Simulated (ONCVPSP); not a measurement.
platinum, ONCV: configuration errors across variants

- Element: Pt
- Generator: ONCVPSP 4.0.1
- Type: optimised norm-conserving Vanderbilt (ONCV)
- Functional: PW91
- Relativity: scalar-relativistic
- Frozen core: [Xe]
- Valence charge: 24
- Reference configuration: 4f14 5d9 6s1
- Partial waves: 6s: rc 2.30 bohr, ncon 4, nbas 8, qcut 2.9 1/bohr, 2 projectors, debl 0.8 Ha; p scattering state at 0.39 Ha: rc 2.25 bohr, ncon 4, nbas 8, qcut 3.7 1/bohr, 2 projectors, debl 2.4 Ha; 5d: rc 1.35 bohr, ncon 4, nbas 9, qcut 7.9 1/bohr, 2 projectors, debl 3.6 Ha; 4f: rc 0.75 bohr, ncon 3, nbas 6, qcut 19.5 1/bohr, 3 projectors, debl 3.8 Ha
- Local potential: polynomial inside 0.55 bohr (lpopt 1, dvloc0 3 Ha)
- Core correction: none

All-electron excitation energies from the reference (eV): (1) 4f14 5d9 6s0 9.272; (2) 4f14 5d8 6s0 29.315; (3) 4f14 5d7 6s0 61.613; (4) 4f14 5d8 6s1 11.233.

1 further variants failed, have other tests or too few solved ones, and are left out.

A true bound ghost makes a file unfit for plane-wave use even where its test errors are small: the radial tests pick states by their node count and pass the ghost by.

Errors AE − PS in meV (a dash: test not solved or not reliable):

| change | (1) | (2) | (3) | (4) | bound ghosts | GHOST(+) flags above zero |
| --- | --- | --- | --- | --- | --- | --- |
| base | -5.5 | +19 | -1.4 | -12 | s, p | p, d |
| d: rc 1.5 | -5.6 | +18 | -2.2 | -13 | s, p | p, d |
| s: nbas 9 | -5.1 | +18 | -4.6 | -12 | s, p | p, d |
| local potential polynomial inside 0.55 bohr (lpopt 1, dvloc0 -1 Ha) | -5.5 | +19 | -1.4 | -12 | s, p | p, d |
| p: nproj 3 | -5.5 | +19 | -1.4 | -12 | s, p | p, d |

Q: Give the same row for: s: qcut 2.3; p: qcut 2.9; d: qcut 6.3; f: qcut 15.5.

A: -1.9, +14, -19, -10; bound ghosts: s, p, f; GHOST(+) flags above zero: p, d, f.
